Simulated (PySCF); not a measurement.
**Two-component Hartree-Fock for F (fluorine, neutral)**

Start: [He] 2s2 2p5; 2p1/2 filled at m_j = -1/2, +1/2; 2p3/2 filled at m_j = -1/2, +1/2, +3/2. Calculated with PySCF 2.14 in x2c-TZVPall-2c with one added diffuse shell each of s, p, d type (6s4p3d1f, 40 functions): generalised Hartree-Fock with the X2C-1e Hamiltonian and a Gaussian nucleus; one run each with spin-orbit coupling (SO) switched off, then screened by Boettger's factors.

```csv
spinor shell,electrons,"ε, spin-free (eV)","ε, screened SO (eV)",weight of nominal j (screened SO),"rms radius, screened SO (bohr)"
1s1/2,2,-718.63,-718.62,1.000,0.204
2s1/2,2,-42.907,-42.904,1.000,1.10
2p1/2,2,-19.908,-19.871,0.662,1.25
2p3/2,3,-19.908,-19.934,0.774,1.24
```

```csv
quantity,spin-free,screened SO
E (hartree),-99.49534,-99.49602
M_J,3/2,3/2
⟨J²⟩,3.757,3.757
⟨L²⟩,2.003,2.003
⟨S²⟩,0.754,0.754
```

Each row is a mean over spinors that exchange with the open shell spreads, by up to 5.350 eV (2s1/2).

Rows whose weight is well below 1 are mixtures of j = l ± 1/2: exchange outweighs spin-orbit coupling there, and the label is only the starting occupation.

Without spin-orbit coupling the j labels of p, d and f shells carry no meaning; the spin-free column gives the mean over the occupied spinors of each nl shell.
